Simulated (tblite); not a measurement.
C4H8N2OSi.
SMILES with atom numbers: `[H]/[N:8]=[CH:7]/[CH2:6][CH2:5][O:4][SiH2:3][C:2]#[N:1]` (hydrogens: H9, H10 on Si3; H11, H12 on C5; H13, H14 on C6; H15 on C7; H16 on N8)

The geometry is computed with GFN2-xTB (gas phase).

Task: What internal coordinates does the optimisation give?

Result: 
```csv
bond,length (Å),order
N1≡C2,1.146,triple
C2–Si3,1.876,single
Si3–O4,1.613,single
O4–C5,1.400,single
C5–C6,1.530,single
C6–C7,1.494,single
C7=N8,1.253,double
Si3–H9,1.452,single
Si3–H10,1.465,single
"C5–H11, C5–H12",1.096,single
"C6–H13, C6–H14",1.091,single
C7–H15,1.098,single
N8–H16,1.018,single
```

Bonds in one row agree within 0.01 Å and their mean is given. Orders are formal, as drawn. A selection of angles:
```csv
angle,degrees
N1–C2–Si3,178.8
C2–Si3–O4,110.4
Si3–O4–C5,132.0
O4–C5–C6,109.8
C5–C6–C7,111.0
C6–C7–N8,120.3
H16–N8–C7,115.9
```

Torsions: C2–Si3–O4–C5 58° (synclinal); Si3–O4–C5–C6 178° (antiperiplanar); O4–C5–C6–C7 -64° (synclinal); C5–C6–C7–N8 -123° (anticlinal); H16–N8–C7–C6 180° (antiperiplanar). The mirror-image conformer, all signs reversed, is as good.

O4 (silyl ether oxygen) is bent (angle 132.0°). Of the pairs four or more bonds apart, O4···H15 is among the closest relative to their van der Waals radii: 2.64 Å, 97 % of the sum of Bondi's values. The 2 C–C bonds span 1.494 Å (C6–C7, drawn single) to 1.530 Å (C5–C6, drawn single), a spread of 0.036 Å. The 2 C–N bonds span 1.146 Å (N1≡C2, drawn triple) to 1.253 Å (C7=N8, drawn double), a spread of 0.107 Å. Si3 (oxygen-bound silicon) is distorted tetrahedral (angles from 100.5° to 117.9°).

Point group: C1 (no symmetry element, even within 0.4 Å). Its lowest GFN2-xTB frequency is 12 cm⁻¹, too small to tell a flat minimum from a shallow saddle. One conformer, not necessarily the lowest.
